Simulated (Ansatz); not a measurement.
`B1N[SiH2]1` + `[SiH3][Ga]1[CH2][CH2]1` → `[SiH3][SiH]1BN1` + `[CH2]1[CH2][GaH]1`  (redistribution)

Computed with Ansatz on PBE0-D4/def2-TZVP structures; ΔE is electronic, products minus reactants. CBS: MP2 limit from def2 TZ/QZ plus the TZ coupled-cluster correction, frozen cores. Functionals use def2-TZVPP. B3LYP here is the variant with VWN-RPA as its local correlation; programs differ in this. For Ga outer-core shells are correlated without core-valence functions, which leaves a few kJ/mol of doubt a bond. Scalar relativity is left out up to krypton.

`B1N[SiH2]1`:

```xyz
7

B     0.617   -0.515   -0.817
N     0.280    0.745   -0.375
Si   -0.540   -0.357    0.718
H     1.277   -0.972   -1.692
H     0.473    1.701   -0.635
H    -2.023   -0.304    0.670
H    -0.084   -0.297    2.131
```

`[SiH3][Ga]1[CH2][CH2]1`:

Z-matrix (Å, degrees):
```
Si
Ga 1 2.539
H 1 1.497 2 110.8
H 1 1.495 2 121.2 3 126.5
H 1 1.495 2 106.3 3 -113.8
C 2 2.514 1 68.3 3 -73.7
C 2 2.242 1 101.3 3 -71.9
H 6 1.083 2 109.2 1 60.8
H 6 1.082 2 108.8 1 -67.3
H 7 1.085 2 101.8 1 117.4
H 7 1.085 2 102.2 1 -123.4
```

`[SiH3][SiH]1BN1`:

Z-matrix (Å, degrees):
```
Si
Si 1 2.333
H 1 1.490 2 112.0
H 1 1.489 2 109.8 3 120.0
H 1 1.488 2 109.4 3 -120.5
B 2 1.940 1 125.3 3 124.2
N 2 1.767 1 115.4 3 75.0
H 2 1.491 1 112.2 3 -57.4
H 6 1.187 2 161.2 1 90.3
H 7 1.008 2 146.7 1 -65.2
```

`[CH2]1[CH2][GaH]1`:

```xyz
8

C     0.854    0.047    0.270
C    -0.405   -0.792   -0.112
Ga   -0.677    1.125   -0.238
H     1.706   -0.039   -0.400
H     1.166   -0.006    1.310
H    -0.866   -1.355    0.695
H    -0.323   -1.396   -1.013
H    -1.455    2.418   -0.512
```

Q: Is it downhill or uphill in electronic energy at CCSD(T)/CBS, and by how much? (Estimate.)

A: Ansatz gave: Uphill: ΔE = +17.1 kcal/mol.

Q: What do these levels give: PBE-D4, r2SCAN-D4, PBE0-D4, B3LYP, CCSD/def2-TZVPP, HF/CBS(def2)? (Estimate.)

A: Ansatz gave: PBE-D4 20.0, r2SCAN-D4 17.1, PBE0-D4 16.4, B3LYP 21.0, CCSD/def2-TZVPP 13.8, HF/CBS(def2) 13.7 kcal/mol.

Largest T1 diagnostic among the species: 0.016.

The D4 term adds +1.0 kcal/mol with B3LYP and +0.5 kcal/mol with PBE0; it sums over pairs of atoms, weighted by their polarisabilities, and B3LYP, whose exchange is more repulsive, gets the larger term. From PBE to PBE0 (25 % exact exchange), in def2-TZVPP and without D4, ΔE moves by −3.4 kcal/mol.
